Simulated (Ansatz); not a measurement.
`[AlH2][O][SnH2][SiH3]` + `COB(S)O[SiH3]` → `[SiH3]OB(S)O[SiH3]` + `[CH3][SnH2][O][AlH2]`  (redistribution)

Program: Ansatz. Geometries: PBE0-D4/def2-TZVP. ΔE: electronic, gas phase. CBS: MP2 limit from def2 TZ/QZ plus the TZ coupled-cluster correction, frozen cores. Functionals use def2-TZVPP. Elements past krypton have def2 core potentials. For Sn outer-core shells are correlated without core-valence functions, which leaves a few kJ/mol of doubt a bond. Each species was taken in one conformer, which may not be the lowest.

**Question.** Is it downhill or uphill in electronic energy at CCSD(T)/CBS, and by how much? (Best estimate.)

**Answer.** Computed: Downhill: ΔE = -141.3 kJ/mol.

**Question.** What do these levels give: PBE-D4, ωB97X-V, r2SCAN, MP2/def2-TZVPP, SCS-MP2/def2-QZVPP, CCSD/CBS(def2)? (Best estimate.)

**Answer.** Computed: PBE-D4 -112.7, ωB97X-V -131.6, r2SCAN -130.1, MP2/def2-TZVPP -149.4, SCS-MP2/def2-QZVPP -150.2, CCSD/CBS(def2) -143.6 kJ/mol.

Largest T1 diagnostic among the species: 0.014.

From PBE to PBE0 (25 % exact exchange), in def2-TZVPP and without D4, ΔE moves by −8.7 kJ/mol.
